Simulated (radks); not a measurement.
The numbers below are computed, except where a source is named.
How relativity changes the ionisation of the bromine ion Br3+ ([Ar] 3d10 4s2 4p2) to Br4+ ([Ar] 3d10 4s2 4p1). Spin-unpolarised spherical Kohn-Sham, LDA (Slater exchange, Perdew-Wang correlation), point nucleus unless stated (finite: rms radius 4.1629 fm), a radial shooting solver on a logarithmic mesh with Libxc functionals. A level marked "c x" has the speed of light scaled by that factor and shares open shells by 2j + 1; other Dirac levels either fill j = l - 1/2 first or share by 2j + 1.

| level | E(Br3+) (hartree) | E(Br4+) (hartree) | IE (eV) | HOMO | <r> HOMO (bohr) |
|---|---|---|---|---|---|
| non-rel. | -2568.04039 | -2566.34092 | 46.245 | 4p | 1.768 |
| scalar-rel. | -2600.54811 | -2598.84482 | 46.349 | 4p | 1.760 |
| scalar-rel., finite nucleus | -2600.52770 | -2598.82440 | 46.349 | 4p | 1.760 |
| Dirac, 2j+1 shares | -2600.72529 | -2599.02167 | 46.358 | 4p3/2 | 1.769 |
| Dirac, low j first | -2600.76197 | -2599.04221 | 46.797 | 4p1/2 | 1.744 |
| Dirac, 2j+1 shares, finite nucleus | -2600.70485 | -2599.00122 | 46.358 | 4p3/2 | 1.769 |
| Dirac, c x 0.85 | -2613.85979 | -2612.15448 | 46.404 | 4p3/2 | 1.769 |
| Dirac, c x 1.5 | -2582.30786 | -2580.60658 | 46.294 | 4p3/2 | 1.768 |
| Dirac, c x 2 | -2576.01640 | -2574.31592 | 46.272 | 4p3/2 | 1.768 |

NIST Atomic Spectra Database: 47.78 eV (measured). The relativistic part of the total energy of Br3+ is -32.66 hartree (Dirac, 2j+1 shares, finite nucleus), 1.3 % of the non-relativistic value. Spin polarisation and multiplet splitting of open shells are left out at every level.

Beside tabulated values, note that spin-unpolarised runs miss the spin-polarisation part of the exchange energy of open shells.
